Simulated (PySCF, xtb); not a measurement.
CdHCl, SMILES [Cl][CdH].

GFN2-xTB run with xtb at its own geometry gives an orbital gap of 5.37 eV and a dipole moment of 2.99 D.

Coordinates come from a B3LYP-D3(BJ)/def2-TZVPD optimisation. The def2 effective core potentials stand for the cores of Cd; spin–orbit coupling is left out.

Task: What does HF/def2-TZVPD run with PySCF give? (The exact figures need the calculation; the answer reports its results.)

Result: gap 13.20 eV (levels -11.74 and 1.46 eV), dipole 2.54 D.
